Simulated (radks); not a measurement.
Removal energies from the silver ion Ag6+, [Kr] 4d5, by Delta-SCF beside the eigenvalue of the level emptied. Method: scalar-relativistic Kohn-Sham, PBE, spin-polarised, spherical densities, finite nucleus; Fermi nuclear charge, rms radius of each element as measured or else 0.836 A^(1/3) + 0.57 fm; computed with a radial shooting solver on a logarithmic mesh with Libxc functionals. Open shells are filled with parallel spins first.

removed from    final configuration  Delta-SCF (eV)  -eigenvalue (eV)
4d                         [Kr] 4d4          107.05            97.613
4p            [Ar] 3d10 4s2 4p5 4d5          158.76            148.70
4s            [Ar] 3d10 4s1 4p6 4d5          197.30            186.72
3d             [Ar] 3d9 4s2 4p6 4d5          480.58            457.58
